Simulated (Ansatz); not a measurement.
A nudged elastic band was laid between two geometries of FH3Sn + H2Se (8 atoms, charge 0, multiplicity 1).

Method: Ansatz 0.2.0, RKS BHLYP/def2-SVP.

- movable images: 5
- climbing image: yes
- spring: 5.0 eV/Å²
- optimiser: quadratic models (default)
- start path: through a guess of the saddle point
- force threshold: 0.05 eV/Å
- iteration limit: 60
- end points: relaxed

Image 0:

```xyz
8
Properties=species:S:1:pos:R:3
Sn -1.174 -1.379 -0.323
F 0.606 -0.612 -0.147
H -0.906 -2.882 -1.064
H -1.751 -1.488 1.270
H -2.029 -0.279 -1.292
H 1.466 1.281 -0.014
Se 1.805 2.704 0.060
H 1.985 2.654 1.509
```

Image 6:

```xyz
8
Properties=species:S:1:pos:R:3
Sn -1.001 -0.334 -0.346
F 2.033 -1.124 0.661
H -0.439 -1.502 -1.438
H -1.059 -0.868 1.264
H -2.515 0.282 -0.833
H 1.989 -0.232 0.419
Se 0.713 1.589 -0.493
H 0.278 2.189 0.767
```

Which bonds break or form, and what moves?

Bonds broken: Sn1–F2, H6–Se7. Bonds formed: Sn1–Se7, F2–H6. FH3Sn + H2Se becomes FH + H4SeSn.

What energy profile does the band end with?

It converged. The highest image is number 3 of 0 to 6, 0.82 eV above the first end and 1.11 eV above the last; the last end lies 0.29 eV below the first. A structure lower than the first end lies on the path between it and the top, so the climb from that side starts below the end, which may itself be a saddle point or a shallow side well. A vibrational analysis at the climbing image gives one clearly imaginary mode, 788i cm⁻¹: a first-order saddle point. The orbitals stay closed-shell, which can raise the energy where a bond breaks towards radicals; this wasn't checked here.

```csv
image,path coordinate (Å),energy (eV),Sn1–F2 (Å),H6–Se7 (Å),Sn1–Se7 (Å)
0,0.00,0.00,1.95,1.46,5.07
1,1.14,-0.01,1.95,1.46,4.50
2,2.27,0.01,1.95,1.47,3.85
3,3.41,0.82,2.15,1.75,3.03
4,4.83,-0.13,3.17,2.25,2.60
5,6.26,-0.24,3.50,2.39,2.58
6,7.68,-0.29,3.29,2.40,2.58
```

What is the geometry of the highest image?


```xyz
8
Properties=species:S:1:pos:R:3
Sn -0.789 -0.666 -0.244
F 1.346 -0.715 -0.481
H -0.694 -2.343 -0.565
H -1.355 -0.449 1.341
H -1.557 0.117 -1.536
H 1.455 0.398 -0.258
Se 0.714 1.931 0.153
H 0.879 1.728 1.591
```

The run took 13 min on 2 threads of Arm Neoverse N1, on a shared host, peak memory 0.25 GiB.
